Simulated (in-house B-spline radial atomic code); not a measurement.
A fraction x of an electron is removed from 4p in the cadmium ion Cd³⁺, starting from [Kr] 4d9 and keeping the highest spin. All numbers are computed (scalar-relativistic (X2C) PW91, spin-polarised, spherical fractional occupations; Fermi nucleus of rms radius 4.6087 fm) with a B-spline radial code for spherical atoms, not measured.

| x | E(x) - E(0) (eV) | 4p down level (eV) |
| --- | --- | --- |
| 0 | 0.0000 | -101.896 |
| 0.07 | 7.1765 | -103.149 |
| 0.24 | 24.9721 | -106.217 |
| 0.32 | 33.5277 | -107.673 |
| 0.4 | ? | ? |
| 0.5 | 53.2054 | -110.975 |
| 0.57 | 61.0190 | -112.270 |
| 0.63 | ? | ? |
| 0.85 | 93.1846 | -117.499 |
| 0.95 | 105.0287 | -119.386 |
| 1 | 111.0217 | -120.333 |

(1) What belongs in the row x = 0.4?

(2) What belongs in the row x = 0.63?

(3) Check Janak's theorem between x = 0.07 and 0.24.

Results:

(1) An energy change of 42.2000 eV; 4p down at -109.136 eV.

(2) An energy change of 67.7885 eV; 4p down at -113.383 eV.

(3) The slope of the energy is 104.68 eV; the orbital levels give 104.68 eV (-ε of the emptying orbital, averaged over the two points).
